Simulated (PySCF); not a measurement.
PySCF input for VO3, SMILES [O]=[V](=[O])=[O] (connectivity only; charge and spin as stated), neutral, multiplicity 2, IEF-PCM-PBE0/def2-SVP. The structure is a stationary point at B3LYP-D3(BJ)/def2-SVP. The multiplicity is an assumed one; other spin states were not compared.

```python
import numpy as np
from pyscf import gto, scf, dft
from pyscf.solvent import pcm

mol = gto.M(
    atom='''
    V     0.03695477    0.24842160    0.00000000
    O     0.77067509   -0.24875755    1.31748546
    O    -1.64759519   -0.21669701   -0.00000002
    O     0.77067512   -0.24875754   -1.31748545
    ''',
    basis='def2-SVP',
    charge=0,
    spin=1,
    max_memory=1600,
    verbose=3,
)
mf = dft.UKS(mol, xc='pbe0').density_fit(auxbasis='def2-universal-jkfit')
mf.grids.level = 3
mf.conv_tol = 1e-9
mf.max_cycle = 100
mf.kernel()
fine, coarse = mf.grids, dft.Grids(mol).set(level=1).build(with_non0tab=True)
for _ in range(3):  # follow internal instabilities
    mf.grids = coarse
    mo, _, stable, _ = mf.stability(return_status=True, nroots=4)
    mf.grids = fine
    if stable:
        break
    mf.kernel(mf.make_rdm1(mo, mf.mo_occ))
res = {}
for name, eps in {'water': 78.355, 'diethylether': 4.24, 'ethanol': 24.852}.items():
    s = mf.PCM()
    s.with_solvent.method, s.with_solvent.eps, s.with_solvent.lebedev_order = 'IEF-PCM', eps, 29
    s.kernel(mf.make_rdm1())
    res[name] = (s.e_tot, eps, s.dip_moment(), s.mo_energy, s.converged)
    print(f'{name}: electrostatic solvation free energy {(s.e_tot - mf.e_tot) * 627.509474:.3f} kcal/mol')
```

Log of the run:

```

WARN: HOMO -0.458683358650676 >= LUMO -0.458683358650675

converged SCF energy = -1168.90921682976  <S^2> = 0.77675001  2S+1 = 2.0265735
<class 'pyscf.df.df_jk.DFUKS'> wavefunction is stable in the internal stability analysis

WARN: PCM is an experimental feature. It is still in testing.
Features and APIs may be changed in the future.

converged SCF energy = -1168.92650948713  <S^2> = 0.7741181  2S+1 = 2.0239744
Dipole moment(X, Y, Z, Debye): -0.80083,  4.37894, -0.00001
water: electrostatic solvation free energy -10.851 kcal/mol

WARN: PCM is an experimental feature. It is still in testing.
Features and APIs may be changed in the future.

converged SCF energy = -1168.92092096251  <S^2> = 0.77494994  2S+1 = 2.0247962
Dipole moment(X, Y, Z, Debye): -0.71410,  4.20420, -0.00000
diethylether: electrostatic solvation free energy -7.344 kcal/mol

WARN: PCM is an experimental feature. It is still in testing.
Features and APIs may be changed in the future.

converged SCF energy = -1168.92573541424  <S^2> = 0.77423032  2S+1 = 2.0240853
Dipole moment(X, Y, Z, Debye): -0.78837,  4.35454, -0.00001
ethanol: electrostatic solvation free energy -10.366 kcal/mol
```

The run converged.

Cost: roughly 40 core-seconds.
